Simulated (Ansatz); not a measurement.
Molecule: SnI (charge 0, doublet). SMILES: [Sn][I]
Coordinates optimised at B3LYP-D3(BJ)/def2-TZVP (Ansatz, an electronic-structure program):
```
Sn
I 1 2.7470
```
Charge 0, spin multiplicity 2.

Wanted: atomisation energy, in kcal/mol. Set-up: UHF or UKS for open shells; atomisation electronic, to ground-state atoms; STO-3G and 3-21G all-electron and non-relativistic; def2 sets with scalar-relativistic core potentials past Kr; spin-orbit terms left out. First-principles rows: single points at B3LYP-D3(BJ) geometries (Ansatz). The spin state of an ion or metal species was assumed, not searched.

```json
[
 {"species": "[Sn][I]", "coefficient": "-1", "E at HF/3-21G (Ansatz), Eh": "-12884.56731", "E at wB97M-V/def2-TZVPD (Ansatz), Eh": "-511.97982"},
 {"species": "I atom", "coefficient": "+1", "E at HF/3-21G (Ansatz), Eh": "-6887.84045", "E at wB97M-V/def2-TZVPD (Ansatz), Eh": "-297.66509"},
 {"species": "Sn atom", "coefficient": "+1", "E at HF/3-21G (Ansatz), Eh": "-5996.67300", "E at wB97M-V/def2-TZVPD (Ansatz), Eh": "-214.20641"}
]
```

 1 Eh = 627.5095 kcal/mol.

**Question.** Work the quantity out at each level.

**Answer.** 
- HF/3-21G: the sum of coefficient times E is 0.05386 Eh, or 33.80 kcal/mol. Result: 33.8 kcal/mol.
- wB97M-V/def2-TZVPD: the sum of coefficient times E is 0.10832 Eh, or 67.97 kcal/mol. Result: 68.0 kcal/mol.
